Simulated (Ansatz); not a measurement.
Born–Oppenheimer molecular dynamics of BBrCl₂H₂ (6 atoms, charge 0, multiplicity 1). It starts at the highest image of a converged band, a first-order saddle point between two minima.

The calculation used RHF/def2-SVP in Ansatz 0.2.0.

* ensemble: NVE (velocity Verlet)
* time step: 0.5 fs
* steps asked: 200
* starting velocities drawn for: 100 K
* seed: 10128

First frame:

```xyz
6
Properties=species:S:1:pos:R:3
B 0.117 0.242 0.057
Cl 0.069 -0.232 2.007
Cl 1.524 -0.432 -0.771
H -0.972 0.146 -0.393
Br 0.384 2.404 0.562
H 0.249 1.300 1.851
```

Q: How far do the bonds stretch over the last three quarters of this one trajectory? (Pairs bonded in most of those frames.)

A: 
| bond | mean (Å) | spread (Å) | shortest | longest |
| --- | --- | --- | --- | --- |
| B1–Cl3 | 1.752 | 0.061 | 1.64 | 1.84 |
| B1–H4 | 1.189 | 0.013 | 1.17 | 1.21 |
| B1–Br5 | 1.911 | 0.087 | 1.80 | 2.05 |
| Cl2–H6 | 1.279 | 0.050 | 1.21 | 1.35 |

Mean temperature of the second half: 2529 K. The conserved energy stayed within 0.27 meV per atom of its start (net change -0.23 meV per atom), so the integration is sound. The kinetic energy rose, since the run started high on the potential surface and went downhill. It ends in pieces (BBrClH + ClH), so much of that is their flight and rotation, not heat. A run of 0.1 ps of so small a system gives no equilibrium averages. The orbitals stay closed-shell, which can raise the energy where a bond breaks towards radicals; this wasn't checked here.

Time of the run: 7 min on 1 thread of Arm Neoverse V1, on a shared host, peak memory 0.19 GiB.
